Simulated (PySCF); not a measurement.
Isomers of C2H4S3. Isolated molecules, 0 K electronic values unless said otherwise. One relaxed conformer stands for each flexible species; it need not be the lowest. Strings in code marks are SMILES.

The vertical ionisation energy (Delta-SCF) from two functionals at the same geometries (PBE0-D3(BJ)/def2-TZVP), both in PySCF: PBE-D3(BJ)/def2-TZVP and ωB97X-D3(BJ)/def2-TZVP. Delta-SCF ions had no search for a lower state. 

| species | PBE-D3(BJ)/def2-TZVP (eV) |
|---|---|
| `S(S)C(S)=C` | 8.37 |
| `S/C=C/SS` | 8.01 |
| `SS/C=C\S` | 8.10 |
| `C(S)(S)=CS` | 7.72 |

### Question
What does ωB97X-D3(BJ)/def2-TZVP give for each?

### Answer

- `S(S)C(S)=C`: 8.84
- `S/C=C/SS`: 8.57
- `SS/C=C\S`: 8.60
- `C(S)(S)=CS`: 8.22
Over these rows, drawn at random from the members with no instability flagged (it was tested for open shells, ions and some series alone), PBE minus ωB97X-D3(BJ): mean -0.51 eV, from -0.56 eV to -0.47 eV.
